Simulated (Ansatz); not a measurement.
Species: H3ClSi, SMILES `[SiH3]Cl` (charge 0, multiplicity 1).

**Question.** Give a relaxed geometry from B3LYP-D3(BJ)/def2-TZVP (Ansatz, a quantum-chemistry and plane-wave program).

**Answer.** the end point of this relaxation (outside a Z-matrix the atoms follow the SMILES, hydrogens last).
Z-matrix (Å, degrees):
```
Si
H 1 1.4759
H 1 1.4759 2 110.45
H 1 1.4759 2 110.45 3 122.47
Cl 1 2.0666 2 108.48 4 118.77
```
